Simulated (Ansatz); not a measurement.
Mulliken charges of C2H3NSe (`NC#C[SeH]`) from B3LYP/def2-TZVPP in Ansatz (PBE0-D4/def2-TZVP geometry).

| atom | x (Å) | y (Å) | z (Å) | charge (e) |
| --- | --- | --- | --- | --- |
| N1 | -0.024 | 1.119 | 1.273 | -0.310 |
| C2 | -0.075 | 0.276 | 0.245 | 0.146 |
| C3 | -0.058 | -0.521 | -0.666 | -0.316 |
| Se4 | -0.251 | -1.601 | -2.104 | 0.083 |
| H5 | 0.202 | 2.081 | 1.078 | 0.179 |
| H6 | -0.694 | 0.992 | 2.015 | 0.179 |
| H7 | 0.962 | -2.414 | -1.887 | 0.038 |

**Question.** By hand: the dipole of these point charges (1 e Å = 4.8032 D).

**Answer.** Σ q r = (-0.058, 0.183, 0.159) e Å, of length 0.249 e Å = 1.20 D.

**Question.** How does the dipole of the full density compare? (An estimate is asked.)

**Answer.** The calculation gave: (-0.062, 0.315, 0.306) e Å, 2.13 D; the point charges give 0.56 times that, at 6° from its direction.

Point charges leave out the atoms' own dipoles, such as those of lone pairs, and Mulliken's split depends on the basis, so the two needn't agree.

B3LYP here is the variant with VWN-RPA as its local correlation; programs differ in this.
